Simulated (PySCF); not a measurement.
Compound: C₇H₈N (doublet state).
Geometry (GFN2-xTB, Å), atoms numbered from 1 in this order:
```
atom  x, y, z in Å
C1     2.3017   -0.4232   -0.0387
C2     0.8541   -0.0325   -0.0179
C3     0.4923    1.3153    0.0979
C4    -0.8482    1.6970    0.1366
C5    -1.8426    0.7595    0.0659
C6    -1.5234   -0.6307   -0.0500
N7    -2.5137   -1.4798   -0.1106
C8    -0.1352   -0.9831   -0.0899
H9     2.4554   -1.3119   -0.6465
H10    2.9169    0.3835   -0.4300
H11    2.6397   -0.6449    0.9741
H12    1.2662    2.0667    0.1560
H13   -1.0968    2.7449    0.2217
H14   -2.8860    1.0280    0.0924
H15   -2.2106   -2.4489   -0.1931
H16    0.1225   -2.0309   -0.1794
```

The hyperfine couplings belong to this conformer and change with its torsions.

As a line formula: `Cc1cccc([NH])c1` [radical].

The calculation used UKS B3LYP, pcH-1 on C H N, non-relativistic, mean-field spin-orbit, GIAO (PySCF). Isolated species at its GFN2-xTB geometry (one conformer only). GFN2-xTB frequencies show an imaginary mode (20i cm⁻¹), so this geometry is no minimum at that level. Couplings are sensitive to structure, and on GFN2-xTB geometries they can be far from those on DFT ones. No stability test was run, so a lower SCF solution isn't excluded. ⟨S²⟩ is 0.788 where a pure state has 0.75.

Predict the first-order ENDOR lines of N7, H15, H12, H14, H16, H13 and H9/H10/H11 under fast tumbling at B = 343.6 mT (X band).

For S = 1/2 in fast tumbling each set of equivalent nuclei gives two lines, ν± = |νn ± a/2| to first order, with νn = g_N μN B/h and μN/h = 7.62259 MHz/T.

| nuclei | isotope | g_N | νn (MHz) | a_iso (MHz) | lower line (MHz) | upper line (MHz) |
| --- | --- | --- | --- | --- | --- | --- |
| N7 | 14N | 0.4038 | 1.06 | 19.48 | 8.68 | 10.80 |
| H15 | 1H | 5.5857 | 14.63 | -37.47 | 4.10 | 33.36 |
| H12 | 1H | 5.5857 | 14.63 | -22.66 | 3.30 | 25.96 |
| H14 | 1H | 5.5857 | 14.63 | -19.34 | 4.96 | 24.30 |
| H16 | 1H | 5.5857 | 14.63 | -18.09 | 5.58 | 23.68 |
| H13 | 1H | 5.5857 | 14.63 | 7.82 | 10.72 | 18.54 |
| H9/H10/H11 | 1H | 5.5857 | 14.63 | -7.66 | 10.80 | 18.46 |

Which pairs are centred on the nuclear Larmor frequency, and which on half the coupling?

Centred on νn, since |a| < 2νn: H12, H14, H16, H13 and H9/H10/H11. Centred on |a|/2 and split by 2νn: N7 and H15.

At what field would the lower line of N7 fall to zero frequency?

Where νn = |a|/2, that is B = 9.74 MHz/(0.4038 × 7.62259 MHz/T) = 3160 mT, as far as first order holds there.

Class means assume fast exchange of nuclei equivalent by connectivity; if that motion is slow, each nucleus keeps its own coupling. The three 1H nuclei of mean -7.7 MHz run from -14.3 to -3.9 MHz in the frozen geometry.

The largest Mulliken spin populations are on N7 (+0.58), C3 (+0.36), C5 (+0.30) and C8 (+0.29). Four atoms exceed +0.15. The positive populations add up to 1.56 and the negative ones to -0.56, together 2S = 1.
